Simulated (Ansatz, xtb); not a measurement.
## Relative energy of two structures of BH9OSi3

Structure X: a singlet given by its coordinates. Structure Y: `B[SiH2][Si@@H](O)[SiH3]`, a singlet. Both are isolated molecules in the gas phase, relaxed with B3LYP/def2-SVP; the shapes shown needn't be the lowest conformers.

X (Å):

| atom | x (Å) | y (Å) | z (Å) |
| --- | --- | --- | --- |
| B | -0.0106 | -0.0199 | 0.1456 |
| O | 1.1206 | 0.6814 | -0.8395 |
| Si | -1.6709 | -0.1884 | -1.0298 |
| Si | -0.6591 | -0.5728 | -3.1491 |
| Si | 1.4785 | 0.1847 | -2.5013 |
| H | -0.1079 | 0.7558 | 1.0760 |
| H | 0.4313 | -1.1145 | 0.4483 |
| H | -2.5246 | 1.0309 | -1.2130 |
| H | -2.5880 | -1.3337 | -0.7370 |
| H | -1.1037 | 0.2195 | -4.3349 |
| H | -0.5031 | -2.0011 | -3.5590 |
| H | 2.0437 | 1.4212 | -3.1147 |
| H | 2.5765 | -0.8204 | -2.3956 |
| H | 1.8267 | 1.0728 | -0.3055 |

Close contacts (Å): B1–O2 1.66, B1–Si3 2.04, O2–Si5 1.77, Si3–Si4 2.38, Si4–Si5 2.36, B1–H6 1.22, B1–H7 1.22, O2–H14 0.97, Si3–H8 1.50, Si3–H9 1.50, Si4–H10 1.49, Si4–H11 1.49, Si5–H12 1.49, Si5–H13 1.49.

Y (Å):

```xyz
14

B     0.4344    0.3797    1.1828
O     0.3766   -2.7702    1.6306
Si    1.0621   -0.3547   -0.5680
Si    0.8282   -2.6669    0.0008
Si   -0.8875   -3.7105   -1.2285
H     1.2055    0.5111    2.1025
H    -0.7308    0.6081    1.3881
H     0.1974   -0.0388   -1.7457
H     2.4838   -0.0510   -0.9175
H     2.1248   -3.3888   -0.2225
H     1.0764   -2.6564    2.2854
H    -0.5252   -3.6833   -2.6780
H    -1.0700   -5.1300   -0.8020
H    -2.1755   -2.9787   -1.0450
```

Which of the two would you expect CCSD(T)/def2-SVP + ΔMP2/def2-TZVPP electronic energies to favour?

Structure X; the calculation gives E(Y) − E(X) = +0.668 eV.

How the difference moves with the method:

```
                             level        geometry  E(Y) − E(X) (eV)  departure from the last row (eV)  job, with rough time for the two
                    B3LYP/def2-SVP  B3LYP/def2-SVP              +0.724                            +0.056             optimisation, 2.7 min
                       HF/def2-SVP  B3LYP/def2-SVP              +0.419                            −0.249           part of the CCSD(T) run
                      MP2/def2-SVP  B3LYP/def2-SVP              +0.861                            +0.192           part of the CCSD(T) run
                  CCSD(T)/def2-SVP  B3LYP/def2-SVP              +0.812                            +0.143                      single point
CCSD(T)/def2-SVP + ΔMP2/def2-TZVPP  B3LYP/def2-SVP              +0.668                                                  single point, 26 s
```

The levels shown agree on the order. The largest departure from CCSD(T)/def2-SVP + ΔMP2/def2-TZVPP is that of HF/def2-SVP, 0.249 eV. Levels run at GFN2-xTB geometries aren't shown. The last row adds to CCSD(T) the change of the MP2 difference between the two basis sets, here −0.143 eV, a large step that makes the value less sure.

With thermal terms from frequencies at re-optimised GFN2-xTB minima (ideal gas, soft modes damped towards free rotors, one conformer each, 298.15 K, 1 atm): on the last row, ΔE + ΔZPE = +0.590, ΔH = +0.638, ΔG = +0.512 eV.

The correlated steps freeze 17 core orbitals. Mirror images aren't counted in ΔG. Codes used: Ansatz 0.2.0, xtb 6.7.1; the last row on 2 threads of Intel(R) Xeon(R) 6975P-C (Granite Rapids) on a shared host.
